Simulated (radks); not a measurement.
Values are calculated unless marked as measured or tabulated.
All-electron atom: B II in [He] 2s2 (the NIST ground configuration).

Level of theory: non-relativistic Kohn-Sham, exchange-only LDA, spin-polarised, spherical densities, point nucleus (a radial shooting solver on a logarithmic mesh with Libxc functionals).

Energy parts (eV):
part                 energy
total              -647.249
kinetic             647.249
electron-nucleus  -1471.754
Hartree             258.957
exchange            -81.702

Orbitals (lengths in bohr, moments of r in powers of bohr):
[
 {"orbital": "1s", "occ.": "2", "eigenvalue (eV)": "-189.6139", "<r>": "0.3324", "<r^4>": "0.06001", "<1/r>": "4.612"},
 {"orbital": "2s", "occ.": "2", "eigenvalue (eV)": "-18.1493", "<r>": "1.807", "<r^4>": "27.28", "<1/r>": "0.7966"}
]

The highest occupied level is 2s at -18.149 eV. The electron density at the nucleus is 71.49 e/bohr^3.
